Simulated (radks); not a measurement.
Task: Radial electron density D(r) = 4 pi r^2 rho(r) of an atom or ion with 31 electrons. Calculated with a radial shooting solver on a logarithmic mesh with Libxc functionals: Dirac Kohn-Sham, relativistic LDA (MacDonald-Vosko exchange, VWN5 correlation), spin-unpolarised, spherical densities, finite nucleus; Fermi nuclear charge, rms radius of each element as measured or else 0.836 A^(1/3) + 0.57 fm.

r (bohr)  D(r) (e/bohr)
0.006651          9.784
0.00873           14.47
0.01137           20.32
0.01492           27.33
0.01943           34.07
0.0255            39.22
0.03321           40.71
0.04359           38.17
0.05675           34.21
0.0745            33.59
0.097             39.13
0.1273            46.47
0.1658            45.80
0.2176            34.83
0.2834            25.38
0.3719            26.64
0.4843            30.71
0.6357            25.84
0.8278            15.01
1.087             6.707
1.415             3.462
1.857             2.131
2.418             1.068
3.174            0.3143
4.133           0.05031
5.425          0.003388

What is the nuclear charge?

Result: Z = 33. The innermost maximum, from 1s, lies near gamma/Z bohr with gamma = sqrt(1 - (Z/c)^2) = 0.971, here 0.0294 bohr (found: 0.0319), and its height grows with Z. The density is that of the arsenic ion As2+ in [Ar] 3d10 4s2 4p1; the configuration itself is not fixed sharply by these data, and Z only to about a unit. D(r) has 3 maxima, at r = 0.0319, 0.144, 0.492 bohr, and minima at 0.0671, 0.312 bohr, inside which lie 2.09, 11.00 electrons.
